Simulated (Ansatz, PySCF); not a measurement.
Gas-phase reaction in SMILES: F[Si](F)(F)Br [bromo(trifluoro)silane] → F[Si](F)F + Br atom (the Br-Si bond at the site shown breaks; other sites are not compared here)
Structures are relaxed separately at B3LYP-D3(BJ)/def2-TZVP in Ansatz (a first-principles code).
Geometry of the first species:
SMILES: F[Si](F)(F)Br
```xyz
5

Si    -0.8040     0.0066    -0.0465
F     -1.3319     1.4683    -0.2906
F     -1.4396    -0.5327     1.2877
F     -1.2970    -0.9021    -1.2322
Br     1.3678    -0.0113     0.0790
```
Charge 0, spin multiplicity 1.

Quantity: bond dissociation energy (electronic energy difference), in eV. Correlated levels leave the core frozen unless marked. UHF or UKS for open shells. Spin-orbit coupling is left out. Frozen are the shells of the preceding noble gas and the d and f shells that filled before the atom's block. No relativistic terms. 

| level | program | bond dissociation energy (eV) |
|---|---|---|
| HF/STO-3G | Ansatz | 3.80 |
| HF-D4/def2-TZVPD | PySCF + dftd4 | 3.56 |
| SVWN5/def2-TZVPD | Ansatz | 4.98 |
| r2SCAN-D4/def2-TZVPD | Ansatz + dftd4 | 4.42 |
| B97M-V/def2-TZVPD | Ansatz | 4.52 |
| B3LYP-D4/def2-TZVPD | Ansatz + dftd4 | 4.29 |
| PBE0/6-31G* | Ansatz | 4.42 |
| PBE0/def2-SVP | Ansatz | 4.37 |
| PBE0-D4/def2-TZVP | Ansatz + dftd4 | 4.43 |
| BHLYP-D3(BJ)/def2-TZVPD | Ansatz + dftd3 | 4.29 |
| M06-2X/def2-TZVPD | PySCF | 4.31 |
| CAM-B3LYP-D4/def2-TZVPD | Ansatz + dftd4 | 4.31 |
| LC-wPBE-D3(BJ)/def2-TZVPD | Ansatz + dftd3 | 4.31 |
| LC-wPBE-D4/def2-TZVPD | Ansatz + dftd4 | 4.33 |
| LC-wPBE/def2-TZVPD | Ansatz | 4.25 |
| B2GP-PLYP-D3(BJ)/def2-TZVPD | Ansatz + dftd3 | 4.41 |
| B2PLYP/def2-TZVPD | Ansatz | 4.29 |
| MP2/6-31G* | Ansatz | 4.31 |
| SCS-MP2/STO-3G | Ansatz | 4.09 |
| SCS-MP2/6-31G | Ansatz | 2.75 |
